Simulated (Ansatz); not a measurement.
The inner images of a band of ClH3Sn (5 atoms, charge 0, multiplicity 1) are given out of order.

Computed with RKS r2SCANh-D4/def2-SVP (Ansatz).

First end point:

```xyz
5
Properties=species:S:1:pos:R:3
Sn 0.175 0.000 0.283
H -0.010 0.000 1.977
Cl 2.502 0.000 -0.112
H -0.437 1.417 -0.440
H -0.437 -1.417 -0.440
```

Last end point:

```xyz
5
Properties=species:S:1:pos:R:3
Sn -0.930 0.000 0.132
H 1.688 0.000 2.214
Cl 1.877 0.000 0.940
H -0.422 1.261 -1.009
H -0.422 -1.261 -1.009
```

**Question.** Put them in order from the first end to the last, with their energies above the first end.
A.
```xyz
5
Properties=species:S:1:pos:R:3
Sn 0.090 0.000 0.260
H 0.337 0.000 1.925
Cl 2.460 0.000 0.147
H -0.547 1.376 -0.532
H -0.547 -1.376 -0.532
```
B.
```xyz
5
Properties=species:S:1:pos:R:3
Sn -0.097 0.000 0.303
H 0.686 0.000 1.789
Cl 2.385 0.000 0.369
H -0.591 1.370 -0.596
H -0.591 -1.370 -0.596
```
C.
```xyz
5
Properties=species:S:1:pos:R:3
Sn -0.623 0.000 0.384
H 1.241 0.000 1.654
Cl 2.263 0.000 0.794
H -0.544 1.312 -0.782
H -0.544 -1.312 -0.782
```
D.
```xyz
5
Properties=species:S:1:pos:R:3
Sn -0.783 0.000 0.266
H 1.442 0.000 1.975
Cl 2.104 0.000 0.869
H -0.485 1.278 -0.921
H -0.485 -1.278 -0.921
```
E.
```xyz
5
Properties=species:S:1:pos:R:3
Sn -0.346 0.000 0.389
H 0.993 0.000 1.604
Cl 2.329 0.000 0.566
H -0.592 1.362 -0.645
H -0.592 -1.362 -0.645
```

**Answer.** A (+0.28 eV), B (+1.25 eV), E (+1.96 eV), C (+1.63 eV), D (+1.50 eV).

Time of the run: 2.4 min on 1 thread of Arm Neoverse V2 (shared host), peak memory 0.13 GiB.
